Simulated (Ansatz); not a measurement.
Species: sum formula BN2H5Cl, charge 1, multiplicity 1. It need not be the lowest isomer of its formula. 
Coordinates optimised at B3LYP-D3(BJ)/def2-TZVP (Ansatz, a quantum-chemistry and plane-wave program):
```xyz
9

B     -0.0932    -0.3560     0.0499
Cl    -0.1984     1.3567    -0.1767
N      1.3758    -0.9113     0.0887
N     -1.1256    -1.2402     0.1931
H      1.9057    -0.4609     0.8412
H      1.4444    -1.9224     0.2223
H     -1.0426    -2.2371     0.3245
H     -2.0859    -0.9249     0.1741
H      1.8666    -0.6778    -0.7800
```
Charge +1, spin multiplicity 1.

Parts of the frozen-core correlation energy in cc-pwCVTZ (Ansatz, hartree). Frozen orbitals: 8; correlated occupied orbitals by spin: 12 and 12; virtual: 238 and 238. Spin-orbit coupling is left out. No relativistic terms.

| term | value |
|---|---|
| reference (HF) | -595.96655 |
| MP2 opposite-spin | -0.55037 |
| MP2 same-spin | (withheld) |
| CCSD correlation | (withheld) |
| (T) | (withheld) |
| T1 diagnostic | 0.011 |
| largest doubles amplitude | 0.042 |

Q: Some entries are withheld; supply them.

A: 
- MP2 same-spin, value: -0.17429
- CCSD correlation, value: -0.75909
- (T), value: -0.03067
